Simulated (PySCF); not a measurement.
Compound: C2H4B2F2Si.
SMILES with atom numbers: `[CH:1]#[C:2][B:3]([F:4])[BH:5][SiH2:6][F:7]` (hydrogens: H8 on C1; H9 on B5; H10, H11 on Si6)

Structure used (PBE0-D3(BJ)/def2-SVP), in Å, numbered top down from 1:
```xyz
11
C2H4B2F2Si angstrom
C      2.7823   -0.5241   -0.5159
C      1.9239   -0.3951    0.3401
B      0.7298   -0.2756    1.2934
F      0.9036    0.1640    2.5357
B     -0.7530   -0.6799    0.6150
Si    -1.7916    0.7130   -0.3842
F     -1.0002    2.1435   -0.3558
H      3.5537   -0.6292   -1.2589
H     -1.1970   -1.8058    0.6269
H     -1.9891    0.3408   -1.8181
H     -3.1249    0.9216    0.2612
```

The closed-shell ground state was solved at several levels (PySCF, density fitting, gas phase, non-relativistic).

```json
{"level": "PBE0/cc-pVTZ", "basis functions": "270", "total energy (Eh)": "-617.1527", "HOMO (eV)": "-8.06", "LUMO (eV)": "-2.83", "gap (eV)": "5.23", "dipole (D)": "2.24"}
{"level": "B3LYP/6-31G*", "basis functions": "110", "total energy (Eh)": "-617.5022", "HOMO (eV)": "-7.53", "LUMO (eV)": "-2.64", "gap (eV)": "4.89", "dipole (D)": "2.15"}
{"level": "BLYP/pcSseg-1", "basis functions": "146", "total energy (Eh)": "-617.4106", "HOMO (eV)": "-6.72", "LUMO (eV)": "-3.56", "gap (eV)": "3.16", "dipole (D)": "2.20"}
{"level": "PBE0/6-311+G(2d,p)", "basis functions": "221", "total energy (Eh)": "-617.1326", "HOMO (eV)": "-8.12", "LUMO (eV)": "-2.89", "gap (eV)": "5.23", "dipole (D)": "2.41"}
{"level": "PBE0/6-31G", "basis functions": "75", "total energy (Eh)": "-616.8873", "HOMO (eV)": "-8.06", "LUMO (eV)": "-2.67", "gap (eV)": "5.39", "dipole (D)": "3.03"}
{"level": "B3LYP/def2-TZVP", "basis functions": "247", "total energy (Eh)": "-617.6906", "HOMO (eV)": "-7.87", "LUMO (eV)": "-3.02", "gap (eV)": "4.85", "dipole (D)": "2.28"}
{"level": "PBE0/6-31G*", "basis functions": "110", "total energy (Eh)": "-616.9907", "HOMO (eV)": "-7.80", "LUMO (eV)": "-2.54", "gap (eV)": "5.26", "dipole (D)": "2.20"}
{"level": "BHandHLYP/pcSseg-1", "basis functions": "146", "total energy (Eh)": "-617.3219", "HOMO (eV)": "-9.29", "LUMO (eV)": "-1.78", "gap (eV)": "7.51", "dipole (D)": "2.58"}
{"level": "PBE0/pcSseg-2", "basis functions": "315", "total energy (Eh)": "-617.1715", "HOMO (eV)": "-8.11", "LUMO (eV)": "-2.89", "gap (eV)": "5.22", "dipole (D)": "2.41"}
```

Problem. Estimate the row for KT3/pcSseg-1, a basis of 146 functions; the other rows only guide the guess.

Solution. Total energy -624.3318 Eh, HOMO -6.92 eV, LUMO -3.68 eV, gap 3.24 eV, dipole 2.24 D.

Problem. Over all these levels, which gives the widest orbital gap and which the narrowest?

Solution. BHandHLYP/pcSseg-1 (global hybrid, 50 % exact exchange) has the widest, 7.51 eV, and BLYP/pcSseg-1 (GGA) the narrowest, 3.16 eV. The two share the basis. From the narrowest to the widest the HOMO moves by -2.57 eV and the LUMO by +1.78 eV.

Problem. How much does the basis alone move the frontier levels among the 5 PBE0 rows?

Solution. The HOMO by 0.32 eV and the LUMO by 0.35 eV. By rising basis size (HOMO, LUMO in eV): 6-31G -8.06, -2.67; 6-31G* -7.80, -2.54; 6-311+G(2d,p) -8.12, -2.89; cc-pVTZ -8.06, -2.83; pcSseg-2 -8.11, -2.89.

Problem. How far do the dipole and the HOMO energy spread over the levels?

Solution. The dipole runs from 2.15 to 3.03 D (mean 2.37 D) and the HOMO from -9.29 to -6.72 eV.

One conformer stands for the species.
